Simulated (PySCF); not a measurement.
Compound: C4H6SeSi.
SMILES: `[SiH3]c1cc[se]c1`

The calculation used LC-wPBE/def2-SV(P) geometry optimisation, gas phase in PySCF 2.14.0.

Take the most abundant isotopes and a rigid rotor. 

(1) Give the principal moments of inertia and the rotational constants in GHz.

(2) What kind of rotor is it?

(3) What does the inertial defect say?

(4) Give the other two planar moments, Paa and Pbb, and the rms extents of the mass along the axes.

(5) Give the coordinates in the principal-axis frame, origin at the centre of mass.

(6) Which types of transition are allowed, and where do some lines up to J = 3 fall?

Answers

(1) Ia = 86.44, Ib = 502.08, Ic = 582.66 u·Å²; 505379 MHz·u·Å²/I gives 5847, 1007 and 867.4 MHz, that is A = 5.8467, B = 1.0066, C = 0.8674 GHz.

(2) A near-prolate asymmetric top. Ray's parameter κ = (2B − A − C)/(A − C) = -0.944; −1 is the prolate and +1 the oblate limit.

(3) Not planar: Δ = Ic − Ia − Ib = -5.87 u·Å². For a rigid frame Δ = −2 Σ m c², so Σ m c² = 2.93 u·Å² lies off the ab plane, practically all of it from hydrogen. The atom farthest from that plane is 1.21 Å away.

(4) Paa = Σ m a² = (Ib + Ic − Ia)/2 = 499.15 and Pbb = Σ m b² = (Ia + Ic − Ib)/2 = 83.51 u·Å². With the mass M = 161.94 u, the rms extents √(P/M) along a, b and c are 1.76, 0.72, 0.13 Å.

(5) The sense of each axis is arbitrary; atoms in the order of the calculation.
```csv
atom,mass (u),a (Å),b (Å),c (Å)
Si1,27.977,-3.065,-0.244,0.000
C2,12.000,-1.230,0.101,0.000
C3,12.000,-0.645,1.418,0.000
C4,12.000,0.713,1.446,0.000
Se5,79.917,1.431,-0.247,0.000
C6,12.000,-0.291,-0.890,-0.001
H7,1.008,-3.283,-1.720,0.016
H8,1.008,-3.718,0.331,-1.214
H9,1.008,-3.722,0.359,1.199
H10,1.008,-1.244,2.333,0.000
H11,1.008,1.346,2.334,0.000
H12,1.008,-0.481,-1.966,-0.001
```

(6) The dipole components are |μa| = 0.57 D, |μb| = 0.22 D, |μc| = 0.00 D; the mirror of this Cs structure is the ab plane, so μc vanishes by symmetry and there are no c-type lines. Intensities carry the squares of the components, which stand as 1.00 : 0.15 (a : b). Some lines, for components of 0.1 D or more:

```tsv
type	branch	J(Ka,Kc)	MHz	lower level (cm⁻¹)
a	Q	2(1,1) ← 2(1,2)	418	0.344
b	R	3(0,3) ← 2(1,2)	906	0.344
a	R	2(1,2) ← 1(1,1)	3609	0.224
b	Q	2(1,1) ← 2(0,2)	5121	0.187
a	R	3(0,3) ← 2(0,2)	5610	0.187
a	R	3(2,2) ← 2(2,1)	5622	0.843
a	R	3(2,1) ← 2(2,0)	5634	0.843
b	R	1(1,1) ← 0(0,0)	6714	0.000
b	Q	3(2,1) ← 3(1,2)	14328	0.553
b	Q	2(2,1) ← 2(1,2)	14938	0.344
b	Q	3(2,2) ← 3(1,3)	15148	0.525
b	R	2(2,1) ← 1(1,0)	18407	0.229
b	R	3(2,2) ← 2(1,1)	20142	0.358
b	R	3(2,1) ← 2(1,2)	20574	0.344
b	Q	3(3,0) ← 3(2,1)	24536	1.031
b	R	3(3,1) ← 2(2,0)	30169	0.843
b	R	3(3,0) ← 2(2,1)	30172	0.843
```

No LC-wPBE/def2-SV(P) frequencies stand behind this structure, so it isn't proved a minimum. Constants of a rigid frame at the computed geometry: no zero-point averaging, no centrifugal distortion. A rigid rotor knows nothing of internal rotation, which can split or shift real lines.
